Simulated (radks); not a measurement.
Results of a calculation; reference values are marked as such.
Task: The mean radii <r> (bohr) of the occupied orbitals of an atom or ion are listed with their occupations. Code: a radial shooting solver on a logarithmic mesh with Libxc functionals. Model: scalar-relativistic Kohn-Sham, PBE, spin-polarised, spherical densities, finite nucleus; Fermi nuclear charge, rms radius of each element as measured or else 0.836 A^(1/3) + 0.57 fm.

orbital  occ.      <r>
1s up       1  0.02410
1s down     1  0.02410
2s up       1   0.1031
2s down     1   0.1031
2p up       3  0.09055
2p down     3  0.09055
3s up       1   0.2724
3s down     1   0.2723
3p up       3   0.2705
3p down     3   0.2704
3d up       5   0.2476
3d down     5   0.2474
4s up       1   0.6227
4s down     1   0.6224
4p up       3   0.6597
4p down     3   0.6593
4d up       5   0.7276
4d down     5   0.7274
5s up       1    1.504
5s down     1    1.516
5p up       3    1.759
5p down     3    1.781
6s up       1    4.467
6s down     1    4.561
4f up       3    1.180

Name the element and its charge. Open shells, if any, are filled with parallel spins first.

Result: Z = 59, praseodymium, charge 0: Pr in [Xe] 4f3 6s2. The 1s radius gives Z: for a bare nucleus <r> = (2 gamma + 1)/(2Z) with gamma = sqrt(1 - (Z/c)^2), 0.02377 bohr for Z = 59, and screening makes it slightly larger (0.02410 here). The occupations add up to 59, and the charge is Z minus that.
